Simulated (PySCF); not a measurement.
Two-component Hartree-Fock for Mo²⁵⁺ (molybdenum, charge +25)

Start: [Ne] 3s2 3p5; 3p1/2 filled at m_j = -1/2, +1/2; 3p3/2 filled at m_j = -1/2, +1/2, +3/2. Calculated with PySCF 2.14 in an uncontracted even-tempered set (19 s from 3.5 bohr⁻², ratio 2.4; 14 p from 4.5 bohr⁻², ratio 2.4; 5 d from 19 bohr⁻², ratio 2.6; 4 f from 29 bohr⁻², ratio 2.6): generalised Hartree-Fock with the X2C-1e Hamiltonian and a Gaussian nucleus; one run each with spin-orbit coupling (SO) switched off, then screened by Boettger's factors.

| spinor shell | electrons | ε, spin-free (eV) | ε, screened SO (eV) | weight of nominal j (screened SO) | rms radius, screened SO (bohr) |
| --- | --- | --- | --- | --- | --- |
| 1s1/2 | 2 | -21243.9 | -21242.4 | 1.000 | 0.0404 |
| 2s1/2 | 2 | -4023.0 | -4022.4 | 1.000 | 0.164 |
| 2p1/2 | 2 | -3712.7 | -3788.3 | 1.000 | 0.143 |
| 3s1/2 | 2 | -1436.9 | -1436.7 | 1.000 | 0.409 |
| 3p1/2 | 2 | -1332.7 | -1348.8 | 0.988 | 0.398 |
| 3p3/2 | 3 | -1332.7 | -1324.9 | 0.992 | 0.405 |

Q: Where does 2p3/2 lie, and what is the 2p spin-orbit splitting (screened SO)?

A: At -3676.7 eV, 111.58 eV above 2p1/2.

```csv
quantity,spin-free,screened SO
E (hartree),-3637.18218,-3637.94553
M_J,3/2,3/2
⟨J²⟩,3.751,3.751
⟨L²⟩,2.001,2.005
⟨S²⟩,0.750,0.754
```

Each row is a mean over spinors that exchange with the open shell spreads, by up to 14.083 eV (3s1/2).

Breit and QED terms are absent; they matter most for the inner s and p1/2 levels.

Densities and radii are taken from the X2C orbitals without a picture-change correction, which distorts them close to the nucleus.

Without spin-orbit coupling the j labels of p, d and f shells carry no meaning; the spin-free column gives the mean over the occupied spinors of each nl shell.
